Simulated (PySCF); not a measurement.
Frontier levels across methods

CH9BSi2.
Z-matrix (Å and degrees, PBE0-D3(BJ)/def2-SVP geometry), rows numbered from 1:
```
B 
Si  1  2.0138
C   2  1.8891  1  114.29
Si  3  1.8804  2  113.69  1   -65.51
H   1  1.2098  2  122.15  3   -16.24
H   1  1.2091  2  120.45  3   166.70
H   2  1.5059  1  105.30  3   120.95
H   2  1.5006  1  110.99  3  -124.30
H   3  1.1036  2  108.39  1    55.46
H   3  1.1030  2  109.79  1   172.29
H   4  1.4955  3  110.27  2   -67.46
H   4  1.4959  3  111.69  2   171.77
H   4  1.4981  3  110.05  2    51.55
```

Basis pcSseg-2 throughout (PySCF), one geometry. Isolated species at its PBE0-D3(BJ)/def2-SVP geometry (one conformer only).

How do the orbital energies, the gap and the dipole change with the method?

```
   method                    kind  HOMO (eV)  LUMO (eV)  gap (eV)  μ (D)  SCF cycles
     BLYP                     GGA      -6.91      -3.25      3.66   0.76          13
     OPBE                     GGA      -6.98      -3.23      3.75   0.79          15
    B97-D                     GGA      -7.01      -3.20      3.81   0.76          14
      PBE                     GGA      -7.01      -3.43      3.59   0.78          14
      KT2                     GGA      -7.06      -3.41      3.64   0.74          14
      LDA                     LDA      -7.07      -3.69      3.38   0.78          13
      KT3                     GGA      -7.10      -3.30      3.80   0.74          14
     BP86                     GGA      -7.11      -3.46      3.65   0.77          13
    B97-2           global hybrid      -7.99      -2.38      5.61   0.74          12
    B3LYP           global hybrid      -8.04      -2.61      5.42   0.73          12
     PBE0           global hybrid      -8.22      -2.41      5.81   0.74          12
 mPW1PW91           global hybrid      -8.26      -2.40      5.86   0.74          12
BHandHLYP           global hybrid      -9.37      -1.33      8.04   0.70          11
CAM-B3LYP  range-separated hybrid      -9.59      -1.28      8.31   0.71          11
  wB97X-D  range-separated hybrid     -10.10      -0.50      9.60   0.72          12
  LC-wPBE  range-separated hybrid     -10.95      -0.09     10.85   0.71          12
       HF            Hartree–Fock     -11.14       1.09     12.23   0.69           9
```

The HOMO spans 4.24 eV, from BLYP down to HF, and the gap runs from 3.38 eV (LDA) to 12.23 eV (HF). Over the methods BLYP (0 %), OPBE (0 %), B97-D (0 %), PBE (0 %), KT2 (0 %), LDA (0 %), KT3 (0 %), BP86 (0 %), B97-2 (21 %), B3LYP (20 %), PBE0 (25 %), mPW1PW91 (25 %), BHandHLYP (50 %), HF (100 %), a straight line through the gap against the share of exact exchange rises by 0.86 eV for each 10 % (correlation coefficient 0.999). The dipole ranges from 0.69 D (HF) to 0.79 D (OPBE). This basis has no diffuse functions.
